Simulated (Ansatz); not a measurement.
**One arrangement of a pair**

The pair of Cu⁺ (SMILES [Cu+], atom 1) and SiH₃F (SMILES [SiH3]F, atoms 2–6), both closed shells, in one local arrangement (a lower one may exist), relaxed at PBE0-D4/def2-TZVP:

```json
{"atom": "Cu1", "x (Å)": "0.0911", "y (Å)": "0.0382", "z (Å)": "-2.9422"}
{"atom": "Si2", "x (Å)": "-0.0223", "y (Å)": "-0.0077", "z (Å)": "0.7177"}
{"atom": "F3", "x (Å)": "0.0309", "y (Å)": "-0.0094", "z (Å)": "-0.9711"}
{"atom": "H4", "x (Å)": "0.7302", "y (Å)": "-1.2172", "z (Å)": "1.0907"}
{"atom": "H5", "x (Å)": "-1.4623", "y (Å)": "-0.0631", "z (Å)": "1.0203"}
{"atom": "H6", "x (Å)": "0.6325", "y (Å)": "1.2592", "z (Å)": "1.0847"}
```

Program: Ansatz 0.2.0. Basis: def2-TZVPPD, with def2-QZVPPD for the basis limit. Cores are frozen in the correlated methods. The 3s and 3p shells of Cu and Zn are frozen; filled d shells are correlated. B3LYP uses VWN-RPA correlation. Extrapolation: Hartree–Fock as exp(−7.88 √X), correlation as X^−2.97. Interaction energies count from these two fragments, frozen as in the pair, with the counterpoise correction; negative means bound.

**Question.** What is the interaction energy by CCSD(T) at an estimated basis limit (MP2 extrapolated from triple and quadruple zeta, plus CCSD(T) − MP2 in triple zeta)? (To be estimated.)

**Answer.** Computed: -129.7 kJ/mol. Hartree–Fock alone gives -107.2 kJ/mol at the basis limit. It counts from the two fragments frozen as in the pair.

The same quantity by other methods in triple zeta, and each one's difference from that estimate:
```
   method  E_int (kJ/mol)  difference
   PBE-D4          -140.8       -11.1
revPBE-D4          -127.3         2.4
  BLYP-D4          -142.7       -13.0
r2SCAN-D4          -147.5       -17.8
   B97M-V          -142.6       -12.9
  PBE0-D4          -133.2        -3.5
 B3LYP-D4          -138.5        -8.8
 HSE06-D4          -132.7        -3.0
  wB97X-V          -131.0        -1.3
  wB97M-V          -130.0        -0.3
   B2PLYP          -129.9        -0.2
       HF          -105.5        24.2
      MP2          -119.9         9.8
     CCSD          -117.8        11.9
  CCSD(T)          -119.3        10.4
```
Differences are method less estimate.

**Question.** Which atoms make the shortest contact between the fragments?

**Answer.** Cu1 and F3, 1.97 Å apart.

Energy to bend the free fragments (PBE0-D4 minima) into their shapes in the pair, CCSD(T)/def2-TZVPPD: SiH₃F 14.5 kJ/mol. This must be added to the interaction energy to get the binding energy from relaxed fragments.

Basis-set superposition shift (counterpoise-corrected less uncorrected): CCSD(T) 5.9; MP2 5.3; HF 1.4; PBE0-D4 1.7; wB97M-V 1.5 kJ/mol.

T1 diagnostic: at most 0.017.

For scale, one of the runs: CCSD(T)/def2-TZVPPD, 206 basis functions, launched by `ansatz run in.yaml --threads 4 --pin off --events-out ev --progress --plain --max-ram 9574MiB`. Time: 35 s of wall clock on 4 CPU threads of an AMD EPYC 7R43; the host was shared. Peak host memory: 2.5 GiB.
